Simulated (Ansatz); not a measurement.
C3H9N, SMILES `CC(C)N` (charge 0, multiplicity 1).

Cartesian coordinates (Å):
```xyz
13

C     -0.9675    -0.9161     0.0751
C      0.0463     0.1018    -0.4342
C      1.3907    -0.0729     0.2477
N     -0.3800     1.4885    -0.2835
H     -0.6311    -1.9422    -0.0994
H     -1.9331    -0.7904    -0.4222
H     -1.1245    -0.7924     1.1517
H      0.1871    -0.0640    -1.5093
H      1.7791    -1.0831     0.1022
H      2.1152     0.6432    -0.1428
H      1.2960     0.0939     1.3262
H     -0.4908     1.7067     0.7014
H     -1.2874     1.6270    -0.7129
```
Charge 0, spin multiplicity 1.

Frozen-core energies in 6-31g from Ansatz (a quantum-chemistry and plane-wave program) at a geometry from PBE0-D3(BJ)/def2-TZVP; the HF reference has <S^2> = 0.00 and the T1 diagnostic is 0.006.

```csv
level,energy (Ha),difference from CCSDT(Q) (mHa)
HF,-173.21106,446.48
MP2,-173.59870,58.84
CCSD,-173.64700,10.54
CCSD(T),-173.65620,1.34
CCSDT,-173.65684,0.71
CCSDT(Q),-173.65754,0.00
```
